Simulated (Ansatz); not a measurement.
Geometry optimisation, RKS LDA/def2-SVP (Ansatz).

Input file:

```yaml
crystal:
  periodic: [false, false, false]
  atoms:
    - { symbol: Ge, position_ang: [0.0, 0.0, 0.0] }
    - { symbol: H, position_ang: [0.0, 0.0, 1.9] }
    - { symbol: Cl, position_ang: [2.0935, 0.0, -0.7393] }
    - { symbol: Cl, position_ang: [-1.0456, 1.8115, -0.7393] }
    - { symbol: Cl, position_ang: [-1.0456, -1.8115, -0.7393] }
    - { symbol: F, position_ang: [-1.879, 0.0, 0.6243] }
    - { symbol: H, position_ang: [-1.0089, 0.0, 1.7574] }
basis:
  gaussian: { orbitals: def2-SVP }
hamiltonian:
  xc: lda
relax:
  f_tol: 0.15
  max_steps: 25
  restrain:
    - { distance: [0, 5], at: 2.88, k: 30.0 }
    - { distance: [6, 1], at: 1.86, k: 30.0 }
    - { distance: [0, 1], at: 1.55, k: 30.0 }
    - { distance: [6, 5], at: 0.92, k: 30.0 }
```

Run as:

```bash
$ ansatz run input.yaml --threads 2 --pin off --max-ram 3072MiB --backend cpu --events-out ev --progress --plain --runs-dir out
```

Where does it end, and by what steps?

The forces met the threshold. The restraints hold the end off the free minimum; the threshold counts their pulls, which the force column leaves out. Restrained pairs: Ge1–F6 (1.98 → 2.88 Å), H2–H7 (1.02 → 1.86 Å), Ge1–H2 (1.90 → 1.55 Å), F6–H7 (1.43 → 0.93 Å). After 8 steps the energy has fallen by 2.836 eV (the restraints' own energy left out); F6 moved furthest, 0.82 Å.

```csv
step,energy less start (eV),largest force component (eV/Å),accepted
0,0.0000,3.668,yes
1,-0.7196,4.518,yes
2,-1.6295,4.179,yes
3,-2.1169,4.002,yes
4,-2.7024,1.074,yes
5,-2.7510,0.610,yes
6,-2.8068,0.513,yes
7,-2.8180,0.324,yes
8,-2.8364,0.244,yes
```

```xyz
7
Properties=species:S:1:pos:R:3
Ge 0.174 0.000 -0.117
H 0.133 0.000 1.430
Cl 2.211 0.000 -0.722
Cl -0.719 1.753 -0.907
Cl -0.719 -1.753 -0.907
F -2.318 0.000 1.319
H -1.648 0.000 1.967
```

Run time: 14 s on 2 threads of Arm Neoverse V1, on a shared host, peak memory 0.16 GiB.
